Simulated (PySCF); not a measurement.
Nb, charge +2, sextet (a state made from the parent by changing its charge; the spin is typed, not shown lowest) (core potentials on Nb); PySCF with M062X/def2-SVP.

Input for PySCF:
```python
from pyscf import gto, scf, dft

mol = gto.Mole()
mol.atom = '''
    Nb    0.00000000    0.00000000    0.00000000
'''
mol.basis = 'def2-svp'
mol.ecp = {'Nb': 'def2-svp'}
mol.charge = 2
mol.spin = 5
mol.verbose = 4
mol.build()

mf = dft.UKS(mol)
mf.xc = 'm062x'
mf.kernel()
```

It wrote (shortened):

```
PySCF version 2.14.0

[INPUT] verbose = 4
[INPUT] num. atoms = 1
[INPUT] num. electrons = 11
[INPUT] charge = 2
[INPUT] spin (= nelec alpha-beta = 2S) = 5
[INPUT] symmetry False subgroup None
[INPUT] Mole.unit = angstrom
[INPUT] Symbol           X                Y                Z      unit          X                Y                Z       unit  Magmom
[INPUT]  1 Nb     0.000000000000   0.000000000000   0.000000000000 AA    0.000000000000   0.000000000000   0.000000000000 Bohr   0.0

nuclear repulsion = 0
number of shells = 11
number of NR pGTOs = 57
number of NR cGTOs = 31
basis = def2-svp
ecp = {'Nb': 'def2-svp'}

******** <class 'pyscf.dft.uks.UKS'> ********
method = UKS
initial guess = minao
damping factor = 0
level_shift factor = 0
DIIS = <class 'pyscf.scf.diis.CDIIS'>
diis_start_cycle = 1
diis_space = 8
diis_damp = 0
SCF conv_tol = 1e-09
SCF conv_tol_grad = None
SCF max_cycles = 50
direct_scf = True
direct_scf_tol = 1e-13
number electrons alpha = 8  beta = 3
XC library pyscf.dft.libxc version 7.1.2
    S. Lehtola, C. Steigemann, M. J. T. Oliveira, and M. A. L. Marques,  SoftwareX 7, 1–5 (2018)
XC functionals = m062x
    Y. Zhao and D. G. Truhlar,  Theor. Chem. Acc. 120, 215 (2008)
    Y. Zhao and D. G. Truhlar,  Theor. Chem. Acc. 120, 215 (2008)
radial grids:
    Treutler-Ahlrichs [JCP 102, 346 (1995); DOI:10.1063/1.469408] (M4) radial grids

becke partition: Becke, JCP 88, 2547 (1988); DOI:10.1063/1.454033
pruning grids: <function nwchem_prune>
grids dens level: 3
symmetrized grids: False
atomic radii adjust function: <function treutler_atomic_radii_adjust>
small_rho_cutoff = 0
Set gradient conv threshold to 3.16228e-05
tot grids = 22440
init E= -49.4950595949247

cycle= 1 E= -54.7558715578985  delta_E= -5.26  |g|= 0.208  |ddm|= 2.59

cycle= 2 E= -54.7747304244987  delta_E= -0.0189  |g|= 0.0384  |ddm|= 0.275

cycle= 3 E= -54.7814797904597  delta_E= -0.00675  |g|= 0.0303  |ddm|= 0.159

cycle= 4 E= -54.7872374240846  delta_E= -0.00576  |g|= 0.0255  |ddm|= 0.153

cycle= 5 E= -54.7950250112208  delta_E= -0.00779  |g|= 0.0148  |ddm|= 0.462

cycle= 6 E= -54.7951399971375  delta_E= -0.000115  |g|= 0.0042  |ddm|= 0.0654

cycle= 7 E= -54.7952210251191  delta_E= -8.1e-05  |g|= 0.00139  |ddm|= 0.0312

cycle= 8 E= -54.795237987577  delta_E= -1.7e-05  |g|= 0.000917  |ddm|= 0.013

cycle= 9 E= -54.7952474369039  delta_E= -9.45e-06  |g|= 0.000658  |ddm|= 0.011

cycle= 10 E= -54.7952516624465  delta_E= -4.23e-06  |g|= 0.000268  |ddm|= 0.0105

cycle= 11 E= -54.7952521280484  delta_E= -4.66e-07  |g|= 0.000163  |ddm|= 0.00246

cycle= 12 E= -54.7952522939058  delta_E= -1.66e-07  |g|= 0.000142  |ddm|= 0.001

cycle= 13 E= -54.7952525037712  delta_E= -2.1e-07  |g|= 0.000136  |ddm|= 0.0011

cycle= 14 E= -54.7952531619212  delta_E= -6.58e-07  |g|= 0.000134  |ddm|= 0.00349

cycle= 15 E= -54.7952536860874  delta_E= -5.24e-07  |g|= 0.000133  |ddm|= 0.0028

cycle= 16 E= -54.795259879879  delta_E= -6.19e-06  |g|= 0.00013  |ddm|= 0.0347

cycle= 17 E= -54.7952639865819  delta_E= -4.11e-06  |g|= 0.000156  |ddm|= 0.0261

cycle= 18 E= -54.7952605133068  delta_E= 3.47e-06  |g|= 0.000163  |ddm|= 0.0223

cycle= 19 E= -54.795266646308  delta_E= -6.13e-06  |g|= 0.000125  |ddm|= 0.0412

cycle= 20 E= -54.7952668171506  delta_E= -1.71e-07  |g|= 0.000191  |ddm|= 0.00152

cycle= 21 E= -54.7952662614947  delta_E= 5.56e-07  |g|= 0.000279  |ddm|= 0.00449

cycle= 22 E= -54.7952663669591  delta_E= -1.05e-07  |g|= 0.00027  |ddm|= 0.00107

cycle= 23 E= -54.795266263496  delta_E= 1.03e-07  |g|= 0.000279  |ddm|= 0.000736

cycle= 24 E= -54.7952694482634  delta_E= -3.18e-06  |g|= 0.00013  |ddm|= 0.0272

cycle= 25 E= -54.7952646762722  delta_E= 4.77e-06  |g|= 0.000456  |ddm|= 0.0376

cycle= 26 E= -54.7952688391045  delta_E= -4.16e-06  |g|= 0.000114  |ddm|= 0.0303

cycle= 27 E= -54.7952683344531  delta_E= 5.05e-07  |g|= 0.000157  |ddm|= 0.00364

cycle= 28 E= -54.7952691132929  delta_E= -7.79e-07  |g|= 0.000137  |ddm|= 0.00731

cycle= 29 E= -54.7952688666883  delta_E= 2.47e-07  |g|= 0.000111  |ddm|= 0.00239

cycle= 30 E= -54.7952690519889  delta_E= -1.85e-07  |g|= 0.000113  |ddm|= 0.00176

cycle= 31 E= -54.7952685375747  delta_E= 5.14e-07  |g|= 0.00013  |ddm|= 0.00449

cycle= 32 E= -54.795268064362  delta_E= 4.73e-07  |g|= 0.000156  |ddm|= 0.00453

cycle= 33 E= -54.7952697638491  delta_E= -1.7e-06  |g|= 9.59e-05  |ddm|= 0.0159

cycle= 34 E= -54.7952689587395  delta_E= 8.05e-07  |g|= 0.0001  |ddm|= 0.00682

cycle= 35 E= -54.7952686507688  delta_E= 3.08e-07  |g|= 9.24e-05  |ddm|= 0.0134

cycle= 36 E= -54.7952664909512  delta_E= 2.16e-06  |g|= 7.53e-05  |ddm|= 0.0275

cycle= 37 E= -54.7952663733814  delta_E= 1.18e-07  |g|= 5.16e-05  |ddm|= 0.00988

cycle= 38 E= -54.7952658864129  delta_E= 4.87e-07  |g|= 3.67e-05  |ddm|= 0.0123

cycle= 39 E= -54.7952656835587  delta_E= 2.03e-07  |g|= 3.33e-05  |ddm|= 0.0082

cycle= 40 E= -54.7952656881969  delta_E= -4.64e-09  |g|= 4.18e-05  |ddm|= 0.00334

cycle= 41 E= -54.7952656889286  delta_E= -7.32e-10  |g|= 3.37e-05  |ddm|= 0.00119

cycle= 42 E= -54.795265695693  delta_E= -6.76e-09  |g|= 3.12e-05  |ddm|= 0.000305

cycle= 43 E= -54.7952656903091  delta_E= 5.38e-09  |g|= 3.01e-05  |ddm|= 0.000711

cycle= 44 E= -54.7952656889963  delta_E= 1.31e-09  |g|= 3.09e-05  |ddm|= 0.00395

cycle= 45 E= -54.7952656930451  delta_E= -4.05e-09  |g|= 2.95e-05  |ddm|= 0.00205

cycle= 46 E= -54.7952656996714  delta_E= -6.63e-09  |g|= 2.96e-05  |ddm|= 0.000212

cycle= 47 E= -54.7952656393097  delta_E= 6.04e-08  |g|= 2.92e-05  |ddm|= 0.00182

cycle= 48 E= -54.7952655298002  delta_E= 1.1e-07  |g|= 2.83e-05  |ddm|= 0.00286

cycle= 49 E= -54.7952653281029  delta_E= 2.02e-07  |g|= 2.64e-05  |ddm|= 0.0054

cycle= 50 E= -54.7952648161794  delta_E= 5.12e-07  |g|= 2.79e-05  |ddm|= 0.0186
SCF not converged.
SCF energy = -54.7952648161794 after 50 cycles  <S^2> = 8.7504773  2S+1 = 6.0001591
```

The run did not converge; its last values are not results.
